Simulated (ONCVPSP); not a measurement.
F (Z = 9): excitation energies, all-electron against ONCV

F, optimised norm-conserving Vanderbilt (ONCV), made with ONCVPSP 4.0.1 (Wu-Cohen, scalar-relativistic). Core [He], reference 2s2 2p3 (charge +2). Waves: 2s: rc 0.70 bohr, ncon 4, nbas 7, qcut 7.2 1/bohr, 2 projectors, debl 3.3 Ha; 2p: rc 0.95 bohr, ncon 4, nbas 7, qcut 17.8 1/bohr, 2 projectors, debl 1.4 Ha. Local part: polynomial inside 0.55 bohr (lpopt 5, dvloc0 0 Ha). Core correction: none.

In the p channel the program set the typed energies aside and used -1.801, 0.250 Ha.

Energies are relative to the spin-unpolarised reference configuration 2s2 2p3; without spin polarisation the order of configurations can differ from experiment.

| valence configuration | charge | ΔE all-electron (eV) | error AE − PS (meV) |
| --- | --- | --- | --- |
| 2s2 2p5 | 0 | -57.751 | +29 |
| 2s2 2p4 | +1 | -38.378 | +14 |
| 2s2 2p2 | +3 | 60.635 | +30 |
| 2s2 2p1 | +4 | 146.426 | +210 |

Levels in the configuration 2s2 2p5:

```json
{"level": "2s", "all-electron (eV)": "-29.743", "pseudo (eV)": "-29.722"}
{"level": "2p", "all-electron (eV)": "-11.088", "pseudo (eV)": "-11.097"}
```
